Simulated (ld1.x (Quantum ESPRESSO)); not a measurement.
# What one change does to a pseudopotential (N (Z = 7), PAW)

ld1.x (Quantum ESPRESSO) 7.5 input, shortened:

```
&input
   title='N', zed=7., rel=1, dft='PBE', iswitch=3,
   config='[He] 2s2 2p3 3d-2'
 /
 &inputp
   pseudotype=3, lpaw=.true., tm=.true., lloc=-1, rcloc=1.15,
   nlcc=.false.,
   which_augfun='PSQ', rmatch_augfun_nc=.true.
 /
6
2S  1  0   2.00   0.00  0.55  0.70  0.0
2S  1  0   0.00   0.65  0.55  0.70  0.0
2P  2  1   3.00   0.00  1.55  2.00  0.0
2P  2  1   0.00   0.40  1.55  2.00  0.0
3D  3  2  -2.00  -0.15  1.70  2.10  0.0
3D  3  2  -2.00   1.75  1.70  2.10  0.0
 &test
   configts(1)='2s2 2p3'
 /
```

Change: reference 2s2 2p1.

Cutoffs: the cutoffs (Ry, on a coarse ladder) from which the occupation-weighted sum of valence levels, in a spherical-Bessel basis at the reference potential, stays within 10 and 1 mRy of its value at 400 Ry; they do not see the model core or the augmentation charge, which bear on the density cutoff. Errors are all-electron minus pseudo energies relative to the spin-unpolarised reference configuration.

**Question.** What does the change do?

**Answer.** The potential gets neither clearly harder nor softer (80 Ry and 90 Ry → 80 Ry and 90 Ry); both files keep a bound ghost (s); the range in which the p phases agree widens (upper end 2.1 → 4.1); the range in which the d phases agree narrows (upper end at the end of the scan → 3.4).

```tsv
quantity	base	changed
cutoff, loose	80 Ry	80 Ry
cutoff, tight	90 Ry	90 Ry
loose cutoff by channel (10 mRy a level)	s 40 Ry, p 15 Ry	s 80 Ry, p 15 Ry
bound ghosts	s	s
largest error over its own tests, meV	-178	-23
s: phases at 2.31 bohr within 0.05 rad from the reference energy up to (Ry; the scan ends near 5)	to the end of the scan	to the end of the scan
p: phases at 2.31 bohr within 0.05 rad from the reference energy up to (Ry; the scan ends near 5)	2.1	4.1
d: phases at 2.31 bohr within 0.05 rad from the reference energy up to (Ry; the scan ends near 5)	to the end of the scan	3.4
lowest overlap eigenvalue by channel	s 0.79, p 0.82, d 0.57	s 0.78, p 0.78, d 0.97
```

 A true bound ghost makes a file unfit for plane-wave use even where its test errors are small: the radial tests pick states by their node count and pass the ghost by.
